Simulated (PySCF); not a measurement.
O (SMILES [O-]), charge -1, doublet (in this run its highest filled SCF level lies above zero, so its values depend strongly on the basis, on diffuse functions most of all). Base run: PBE/6-311G** in PySCF.

PySCF was given this input:
```python
from pyscf import gto, scf, dft

mol = gto.M(
    atom='''
O     0.00000000    0.00000000    0.00000000
''',
    basis='6-311g**',
    charge=-1,
    spin=1,
    verbose=4,
)

mf = dft.UKS(mol)
mf.xc = 'pbe'
mf.kernel()
```

Variants of this job, named by their change:

```tsv
change	ΔE vs base (µEh)	fitting functions
base	0.0	-
auxbasis = even-tempered beta=3.0	-631	94
auxbasis = even-tempered beta=2.0	-233	134
auxbasis = cc-pvdz-jkfit	-73.0	70
auxbasis = def2-universal-jfit	-42.1	49
auxbasis = autoaux	-102	126
auxbasis = cc-pvqz-jkfit	-73.0	106
auxbasis = def2-svp-ri	-6560	48
auxbasis = cc-pvtz-jkfit	-73.0	79
auxbasis = even-tempered beta=1.6	-14.1	199
```

A fitting set is made for a task (jfit for Coulomb, jkfit for Coulomb and exchange, ri for correlation) and for a family of orbital bases.

Open shells are given as the SCF converged; they aren't shown to be the lowest states, and a large step between rows can be another state.
